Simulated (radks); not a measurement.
The numbers below are computed, except where a source is named.
Valence configurations of neutral gadolinium (all share [Xe]). Code: a radial shooting solver on a logarithmic mesh with Libxc functionals. Model: Dirac Kohn-Sham, PBE, spin-unpolarised, spherical densities, point nucleus; open shells are shared between the two j in proportion to 2j + 1. Energies are relative to 4f7 5d1 6s2; eigenvalues in eV.

| valence | E (eV) | e(4f5/2) | e(4f7/2) | e(5d3/2) | e(5d5/2) | e(6p1/2) |
|---|---|---|---|---|---|---|
| 4f8 6s2 | -3.717 | -3.290 | -2.593 | - | - | - |
| 4f7.5 5d1 6s1.5 | -1.442 | -5.434 | -4.708 | -1.767 | -1.558 | - |
| 4f7 5d1 6s2 | 0.000 | -9.104 | -8.348 | -2.695 | -2.428 | - |
| 4f7 5d1 6s1.5 6p0.5 | 1.409 | -9.759 | -9.003 | -3.221 | -2.943 | -1.817 |
| 4f7 5d2 6s1 | 1.770 | -7.696 | -6.941 | -1.892 | -1.661 | - |
| 4f7 6s2 6p1 | 1.796 | -12.308 | -11.550 | - | - | -2.418 |
| 4f7 5d1 6s1 6p1 | 2.856 | -10.386 | -9.630 | -3.717 | -3.428 | -2.101 |
| 4f6.5 5d1.5 6s1 6p1 | 6.711 | -13.585 | -12.800 | -4.290 | -3.964 | -2.148 |
| 4f6 5d2 6s2 | 8.831 | -15.686 | -14.873 | -3.784 | -3.438 | - |
| 4f6 6s2 6p2 | 16.137 | -22.789 | -21.971 | - | - | -3.404 |

NIST lists [Xe] 4f7 5d1 6s2 as the ground configuration; this level of theory puts 4f8 6s2 lower, by 3.717 eV. The energies are those of spherical spin-averaged densities, not of single terms.
